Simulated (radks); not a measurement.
Ta+, configuration [Xe] 4f14 5d3 6s1. Method: Dirac Kohn-Sham, LDA (Slater exchange, Perdew-Wang correlation), spin-unpolarised, spherical densities, finite nucleus; open shells fill j = l - 1/2 first; Fermi nuclear charge, rms radius 5.3507 fm; computed with a radial shooting solver on a logarithmic mesh with Libxc functionals.

Spin-orbit splittings of the eigenvalues, e(l+1/2) - e(l-1/2), with zeta = 2 splitting/(2l+1) and mean radii in bohr:

shell  occ.  splitting (eV)  zeta (eV)  <r> j=l-1/2  <r> j=l+1/2
2p        6            1269      845.8      0.06489      0.07273
3p        6               ?          ?       0.1944       0.2090
3d       10           59.53      23.81       0.1830       0.1875
4p        6           63.11      42.07       0.4645       0.4979
4d       10           11.60      4.638       0.5167       0.5282
4f       14           1.985     0.5673       0.6341       0.6451
5p        6           8.814      5.876        1.221        1.329
5d        3          0.6342     0.2537        2.071        2.149
6p        0          0.7451     0.4967        3.796        4.090

Estimate the 3p splitting.

Answer. 273.1 eV (zeta = 182.0 eV).
